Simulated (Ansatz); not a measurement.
Ansatz (a program for electronic structure) input (SVWN5/def2-TZVPD):

Ansatz 0.2 input:
```yaml
crystal:
  periodic: [false, false, false]
  atoms:
    - {symbol: Ti, position_ang: [-0.00032253, -0.00002120, -0.00012484]}
    - {symbol: C, position_ang: [1.73206551, -0.35797220, -1.08681236]}
    - {symbol: H, position_ang: [2.05899915, -1.39293982, -0.94338469]}
    - {symbol: H, position_ang: [2.52993952, 0.31408285, -0.75460364]}
    - {symbol: H, position_ang: [1.54902271, -0.18955396, -2.15299578]}
    - {symbol: C, position_ang: [0.49967607, 0.50468298, 1.95063453]}
    - {symbol: H, position_ang: [-0.33041830, 0.26966287, 2.62467114]}
    - {symbol: H, position_ang: [0.71758534, 1.57546761, 2.01809479]}
    - {symbol: H, position_ang: [1.38381704, -0.05679937, 2.26946974]}
    - {symbol: C, position_ang: [-1.05306942, 1.56300361, -0.87116441]}
    - {symbol: H, position_ang: [-1.67957594, 2.05806249, -0.12213982]}
    - {symbol: H, position_ang: [-1.69417102, 1.18387012, -1.67357576]}
    - {symbol: H, position_ang: [-0.35758067, 2.29683140, -1.29118661]}
    - {symbol: C, position_ang: [-1.17805784, -1.70967400, 0.00758002]}
    - {symbol: H, position_ang: [-1.07842629, -2.23936871, -0.94537780]}
    - {symbol: H, position_ang: [-2.22931482, -1.44179319, 0.15494382]}
    - {symbol: H, position_ang: [-0.86646689, -2.37729813, 0.81740442]}
basis:
  gaussian:
    orbitals: def2-TZVPD
hamiltonian:
  xc: {name: SVWN5}
total_charge: 1
magnetization: {spin_polarized: true, initial_magnetization: 1}
```

Output:

```
Functional definition: SVWN5
integrals: 0.31 GiB planned
1734 factors; their error is unknown
0.21 GiB of the device are held for the grids
1.98 GiB of device memory are held for the factors and their scratch space
mean field: 2.40 GiB planned
mean field evaluation 1: about -27314.0626 eV, gradient 9.6e1 eV
mean field evaluation 2: about -26851.5530 eV, gradient 3.6e2 eV
mean field evaluation 4: about -27285.8158 eV, gradient 1.5e2 eV
mean field evaluation 8: about -27353.9627 eV, gradient 2.2e0 eV
mean field evaluation 16: about -27353.9963 eV, gradient 5.4e-5 eV
mean field evaluation 32: about -27353.9949 eV, gradient 2.8e-1 eV
mean field evaluation 64: about -27351.4994 eV, gradient 4.7e0 eV
mean field evaluation 96: about -27349.4400 eV, gradient 1.8e1 eV
mean field -27353.99628279 eV, -1005.2408221880 hartree, gradient 6.8e-6 eV, S^2 0.751225; 9 other end points of the search recorded, 0 dependent functions left out
reference -27353.99633588 eV, -1005.2408241390 hartree; 29, 28 occupied and 275, 276 virtual orbitals, 1734 factors
Total energy: -27353.99633588 eV, -1005.2408241390 hartree
```

This state (charge 1, doublet) is run at the relaxed geometry of the species with charge 0 and multiplicity 1.
